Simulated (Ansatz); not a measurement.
Calculated with Ansatz (gas phase, PBE0-D4/def2-TZVP geometries, no zero-point term in ΔE). CCSD(T)/CBS is the MP2 limit (def2-TZVPP, def2-QZVPP) plus CCSD(T) − MP2 in def2-TZVPP, frozen cores. This one scheme is used for every species. Functionals use def2-TZVPP. B3LYP here is the variant with VWN-RPA as its local correlation; programs differ in this. For Br outer-core shells are correlated without core-valence functions, which leaves a few kJ/mol of doubt a bond. Scalar relativity is left out up to krypton. One conformer a species, not always the lowest.

Consider the ligand exchange at a B–Cl bond: `ClB(Br)Br` + CH₃OH → `COB(Br)Br` + HCl.

`ClB(Br)Br`:

```xyz
4

Cl    1.554    0.854   -0.078
B     0.037    0.020   -0.002
Br   -1.585    0.970   -0.275
Br   -0.006   -1.844    0.355
```

CH₃OH:

```xyz
6

C     0.075   -0.135    0.321
O     0.197    0.735   -0.781
H     0.822    0.171    1.054
H     0.270   -1.180    0.053
H    -0.913   -0.073    0.795
H    -0.451    0.482   -1.442
```

`COB(Br)Br`:

Z-matrix (Å, degrees):
```
C
O 1 1.418
H 1 1.090 2 111.5
H 1 1.090 2 108.0 3 120.9
H 1 1.090 2 108.2 3 -121.0
B 2 1.326 1 127.2 3 2.8
Br 6 1.928 2 123.5 1 -0.1
Br 6 1.915 2 117.8 1 179.9
```

HCl:

Z-matrix (Å, degrees):
```
Cl
H 1 1.279
```

Is it downhill or uphill in electronic energy at CCSD(T)/CBS, and by how much? (Estimate.)

Ansatz gave: Downhill: ΔE = -63.9 kJ/mol.

What do these levels give: LDA (SPW92), PBE0-D4, B3LYP-D4, r2SCAN0-D4, B2PLYP, revPBE, BLYP, BHLYP, LC-ωPBE, SCS-MP2/def2-TZVPP, MP2/CBS(def2), CCSD/CBS(def2)? (Best estimate.)

Computed: LDA (SPW92) -67.0, PBE0-D4 -59.2, B3LYP-D4 -66.2, r2SCAN0-D4 -63.2, B2PLYP -64.4, revPBE -49.8, BLYP -60.9, BHLYP -68.7, LC-ωPBE -63.6, SCS-MP2/def2-TZVPP -63.6, MP2/CBS(def2) -59.5, CCSD/CBS(def2) -65.2 kJ/mol.

Largest T1 diagnostic among the species: 0.010.

In def2-TZVPP, CCSD(T) changes the Hartree–Fock value by +5.5 kJ/mol (the triples alone add +1.3 kJ/mol) and MP2 by +9.8 kJ/mol. At CCSD(T), def2-SVP lies −5.7 kJ/mol from the extrapolated value and def2-TZVPP −2.3 kJ/mol. Leaving LDA and LC-ωPBE aside and taking each functional with its dispersion term where it has one, the values, not all of them listed here, spread over 17.1 kJ/mol, from CAM-B3LYP-D4 to revPBE-D4. LDA lies −12.4 kJ/mol from PBE without D4.
